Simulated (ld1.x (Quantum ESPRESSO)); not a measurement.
Before and after: PAW potential for Si

ld1.x (Quantum ESPRESSO) 7.5 input, shortened:

```
&input
   title='Si', zed=14., rel=0, dft='PZ', iswitch=3,
   config='[Ne] 3s1 3p3 3d-2'
 /
 &inputp
   pseudotype=3, lpaw=.true., tm=.true., lloc=2,
   nlcc=.true., rcore=1.60,
   which_augfun='PSQ', rmatch_augfun_nc=.true.
 /
5
3S  1  0   1.00   0.00  1.30  1.75  0.0
3S  1  0   0.00  -0.55  1.30  1.75  0.0
3P  2  1   3.00   0.00  1.90  2.15  0.0
3P  2  1   0.00   1.70  1.90  2.15  0.0
3D  3  2  -2.00   0.05  1.70  1.70  0.0
 &test
   configts(1)='3s1 3p3'
 /
```

All-electron outer shells of the reference configuration (LDA (PZ), non-relativistic, ld1.x):

| shell | level (eV) | outermost node (bohr) | outermost maximum (bohr) |
| --- | --- | --- | --- |
| 2p | -97.20 | – | 0.39 |
| 3s | -11.58 | 0.72 | 1.75 |
| 3p | -4.75 | 0.72 | 2.11 |

Change: all radii but the core radius scaled by about 0.94 (s 1.64, p 2.02, d 1.60 bohr, rcut 1.22/1.78/1.60).

Cutoffs: the cutoffs (Ry, on a coarse ladder) from which the occupation-weighted sum of valence levels, in a spherical-Bessel basis at the reference potential, stays within 10 and 1 mRy of its value at 400 Ry; they do not see the model core or the augmentation charge, which bear on the density cutoff. Errors are all-electron minus pseudo energies relative to the spin-unpolarised reference configuration.

Question: Predict the effect on cutoff, ghosts and configuration errors.

Answer: The potential gets harder (10 Ry and 15 Ry → 12 Ry and 18 Ry); the errors of the 9 common tests hardly move; neither file shows a bound ghost. A smaller radius makes the pseudo-wave follow the all-electron one further in, where it bends more sharply, so more plane waves are needed.

| quantity | base | changed |
| --- | --- | --- |
| cutoff, loose | 10 Ry | 12 Ry |
| cutoff, tight | 15 Ry | 18 Ry |
| loose cutoff by channel (10 mRy a level) | s 8 Ry, p 8 Ry | s 10 Ry, p 6 Ry |
| bound ghosts | none | none |
| error for 3s2 3p2, meV [ΔE -6.75 eV] | -0.4 | -0.3 |
| error for 3s2 3p1, meV [ΔE 1.09 eV] | +0.1 | +0.2 |
| error for 3s2 3p0, meV [ΔE 17.22 eV] | -6.7 | -6.9 |
| error for 3s1 3p2, meV [ΔE 8.44 eV] | -0.9 | -0.9 |
| error for 3s2 3p2.3, meV [ΔE -7.71 eV] | -0.6 | -0.5 |
| error for 3s1 3p0, meV [ΔE 51.29 eV] | -58 | -60 |
| error for 3s0 3p4, meV [ΔE 6.91 eV] | -0.4 | -0.4 |
| error for 3s1 3p3 (spin-polarised), meV [ΔE -3.07 eV] | -5.5 | -5.7 |
| error for 3s2 3p2 (spin-polarised), meV [ΔE -7.36 eV] | -0.7 | -0.6 |
| lowest overlap eigenvalue by channel | s 0.43, p 0.70 | s 0.48, p 0.70 |
